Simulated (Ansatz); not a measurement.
C2HFSi, SMILES `C#C[Si]F` (lower singlet) (charge 0, multiplicity 1). This singlet lies 1.94 eV below the relaxed triplet at the level B3LYP/cc-pVTZ // PBE0-D3(BJ)/def2-TZVP (Ansatz, an electronic-structure program).

All values below come from Ansatz with r2SCAN0/cc-pVTZ // PBE0-D3(BJ)/def2-TZVP.

Ansatz 0.2 input:
```yaml
crystal:
  periodic: [false, false, false]
  atoms:
    - { symbol: C, position_ang: [-1.313447, -0.295587, 0.702098] }
    - { symbol: C, position_ang: [-0.129903, -0.166534, 0.475383] }
    - { symbol: Si, position_ang: [1.670532, -0.342639, 0.065247] }
    - { symbol: F, position_ang: [2.129629, 1.192315, 0.237042] }
    - { symbol: H, position_ang: [-2.356803, -0.38755, 0.905794] }
basis:
  gaussian: { orbitals: cc-pVTZ }
hamiltonian:
  xc: r2scan0
```

Output:

```
Functional definition: r2SCAN0
836 factors; their error is unknown
mean field evaluation 1: about -12675.9584 eV, gradient 5.0e1 eV
mean field evaluation 2: about -12671.2157 eV, gradient 6.7e1 eV
mean field evaluation 4: about -12681.0854 eV, gradient 8.6e0 eV
mean field evaluation 8: about -12681.2638 eV, gradient 1.3e-1 eV
mean field evaluation 16: about -12681.2947 eV, gradient 5.5e-5 eV
mean field -12681.29468352 eV, -466.0289839291 hartree, gradient 5.5e-5 eV, S^2 0.000000; 0 other end points of the search recorded, 0 dependent functions left out
reference -12681.29469038 eV, -466.0289841811 hartree; 18, 18 occupied and 120, 120 virtual orbitals, 836 factors
Total energy: -12681.29469038 eV, -466.0289841811 hartree
```
